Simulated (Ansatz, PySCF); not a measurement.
1,1,1-trifluoroethane (C₂H₃F₃), SMILES CC(F)(F)F. Atoms are numbered in the order given.

```xyz
8

C      0.0000     0.0000     1.4742
C      0.0000     0.0000    -0.0305
F     -1.0836    -0.6256    -0.5253
F      1.0836    -0.6256    -0.5253
F      0.0000     1.2512    -0.5253
H     -0.8966     0.5177     1.8406
H      0.8966     0.5177     1.8406
H      0.0000    -1.0353     1.8406
```

Coordinates come from a B3LYP-D3(BJ)/def2-SVP optimisation.

Vertical ionisation energy (IE) and electron affinity (EA) in eV. Rows of orbital energies are one-electron estimates. Where ΔSCF, EOM or ADC give a negative EA the extra electron is unbound and the value depends on the basis.

| level | IE | EA |
|---|---|---|
| −ε(HOMO), −ε(LUMO), HF/def2-TZVP (PySCF) | 15.37 | -3.82 |
| −ε(HOMO), −ε(LUMO), PBE/def2-TZVP (PySCF) | 9.09 | -0.61 |
| ΔSCF, CAM-B3LYP/def2-SVPD (Ansatz), final states of multiplicity 2 and 2 | 13.88 | -1.87 |
| ΔSCF, PBE/def2-SVPD (Ansatz), final states of multiplicity 2 and 2 | 12.99 | -1.66 |

Question: What vertical singlet–triplet gap does ΔSCF give with CAM-B3LYP/def2-SVPD (Ansatz, an electronic-structure program) and with PBE/def2-SVPD (Ansatz)? (Estimate from the structure and the level; the computed values follow.)

Answer: 10.84 and 9.79 eV (triplet above singlet where positive).
